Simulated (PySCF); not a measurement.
One entry of a table of gas-phase calculations, keyed by method. Lists by class give the value and the number of equivalent atoms.

```json
{
 "name": "3,4-difluorotoluene",
 "formula": "C7H6F2",
 "smiles": "Cc1ccc(F)c(F)c1",
 "charge": 0,
 "multiplicity": 1,
 "geometry_level": "GFN2-xTB",
 "atoms_angstrom": [
  ["C", -2.223, 0.222, -0.167],
  ["C", -0.739, 0.061, -0.045],
  ["C", -0.136, -1.17, -0.277],
  ["C", 1.235, -1.322, -0.186],
  ["C", 2.024, -0.234, 0.141],
  ["F", 3.358, -0.381, 0.235],
  ["C", 1.433, 1.001, 0.372],
  ["F", 2.19, 2.067, 0.69],
  ["C", 0.062, 1.148, 0.278],
  ["H", -2.734, -0.703, 0.086],
  ["H", -2.484, 0.481, -1.194],
  ["H", -2.583, 1.016, 0.481],
  ["H", -0.747, -2.023, -0.531],
  ["H", 1.707, -2.276, -0.365],
  ["H", -0.367, 2.121, 0.461]
 ],
 "electronic_structure_code": "PySCF",
 "results": {
  "GFN2-xTB geometry": {
   "rotational_constants_GHz": [3.014, 1.304, 0.915]
  },
  "CAM-B3LYP/def2-SVPD ground state and vertical TDDFT (core frozen in the response)": {
   "dipole_D": 3.26,
   "homo_eV": -8.4,
   "lumo_eV": 0.38,
   "S1_eV": 5.35,
   "strongest_line_of_8_singlets_eV": 7.13,
   "T1_tda_eV": 4.09,
   "polarisability_au": 79.8,
   "r2_bohr2_about_centre_of_nuclear_charge": 1187.9,
   "singlets_eV_and_f": [
    [5.35, 0.021],
    [6.14, 0.013],
    [6.79, 0.009],
    [7.03, 0.506],
    [7.05, 0.071],
    [7.13, 0.585],
    [7.4, 0.006],
    [7.55, 0.004]
   ],
   "triplets_tda_eV": [4.09, 4.51, 4.81]
  },
  "PBE0/pcSseg-1 ground state and GIAO shieldings, non-relativistic": {
   "shift_vs_computed_TMS_C_by_class_ppm": [
    [160.3, 1],
    [158.4, 1],
    [140.2, 1],
    [129.7, 1],
    [124.4, 1],
    [124.2, 1],
    [23.3, 1]
   ],
   "shift_vs_computed_TMS_H_by_class_ppm": [
    [7.38, 1],
    [7.3, 1],
    [7.16, 1],
    [2.46, 3]
   ],
   "shielding_other_nuclei_by_class_ppm": [
    ["F", 315.5, 1],
    ["F", 320.6, 1]
   ],
   "charges_hirshfeld_e_by_atom": [-0.11, 0.01, -0.06, -0.06, 0.07, -0.08, 0.07, -0.08, -0.07, 0.05, 0.05, 0.05, 0.05, 0.06, 0.06]
  }
 }
}
```

S1 lies 3.43 eV below the HOMO–LUMO gap; its leading configuration is HOMO→LUMO, weight 0.72. The rotational constants make it an asymmetric top with κ = (2B − A − C)/(A − C) = -0.63, nearer the prolate limit (−1).

Geometry: GFN2-xTB; no solvent or vibrations. NMR classes are plain means over equivalent atoms (diastereotopic ones count apart unless rotation or inversion swaps them), as if these changed places fast; in this geometry the members of some classes differ.
